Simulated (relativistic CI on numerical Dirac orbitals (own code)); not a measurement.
Ta³⁺: 4f photoemission

Computed with this model: Dirac-Coulomb-Breit CI, orbitals from a KLI potential per configuration, model QED (radiative potential, 1s self-energy scaled to tabulated hydrogen-like ionisation energies), valence Slater integrals scaled by 0.9, multiplet model of photoemission in the sudden approximation; configurations [Xe] 4f14 5d2 → [Xe] 4f13 5d2; 300 K; Lorentzian 0.25 eV and Gaussian 0.5 eV FWHM. Energies are those of the free ion, without screening or charge transfer. The energies are binding energies and can lie tens of eV above those of solids. S is read from ⟨S²⟩ = S(S + 1).

Field parameters in Wybourne normalisation: D3d B²₀ = −7Dσ, B⁴₀ = −14Dq − 21Dτ, B⁴₃ = −14√(10/7) Dq. The field is a parameter set, without covalency.

free ion: ground-state S = 0.96, centroid 60.31 eV. Peaks (eV, height): 59.3 (100), 61.2 (62), 63.0 (15).

D3d, 10Dq = 23200, Dσ = -1200, Dτ = 30 cm⁻¹: ground-state S = 0.99, centroid 60.47 eV. Peaks (eV, height): 59.5 (100), 61.4 (68).

Strongest unbroadened transitions for D3d, 10Dq = 23200, Dσ = -1200, Dτ = 30 cm⁻¹:

```csv
Energy (eV),Relative strength
59.04,81.4
59.06,100.0
59.16,58.4
59.22,33.1
59.27,31.4
59.29,48.8
59.42,32.3
59.51,37.7
59.55,38.3
59.59,41.2
59.62,76.5
59.63,48.1
59.64,63.1
59.76,33.4
61.05,38.5
61.17,42.8
61.35,40.7
61.45,46.5
```
